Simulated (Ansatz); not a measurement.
def2 core potentials replace the inner electrons of Te.

B3LYP has the VWN-RPA correlation part, as in Gaussian. 

Cartesian coordinates (Å):
SMILES: O[Te]C1CCCC1
```xyz
17

O      3.4599    -0.3349     0.8374
Te     1.9478     0.1361     2.0997
C      0.5076     0.5150     0.5045
C      0.5032    -0.5591    -0.5829
C     -0.7860    -0.2380    -1.3646
C     -1.7775     0.3324    -0.3110
C     -0.9481     0.5425     0.9862
H      3.3858    -1.2881     0.6831
H      0.7860     1.4871     0.0691
H      1.4141    -0.5458    -1.1975
H      0.4271    -1.5561    -0.1146
H     -0.5720     0.5207    -2.1338
H     -1.1843    -1.1201    -1.8885
H     -2.2100     1.2832    -0.6577
H     -2.6217    -0.3497    -0.1290
H     -1.1227    -0.2954     1.6825
H     -1.2093     1.4703     1.5172
```
Charge 0, multiplicity 1.

Task: What HOMO, dipole moment and adiabatic ionisation energy (no zero-point term) does B3LYP-D3(BJ)/def2-TZVP // B3LYP-D3(BJ)/def2-SVP (Ansatz, an electronic-structure program) give?

Result: 
```yaml
HOMO: -5.74 eV
dipole_moment: 2.47 D
adiabatic ionisation energy (no zero-point term): 7.57 eV
```
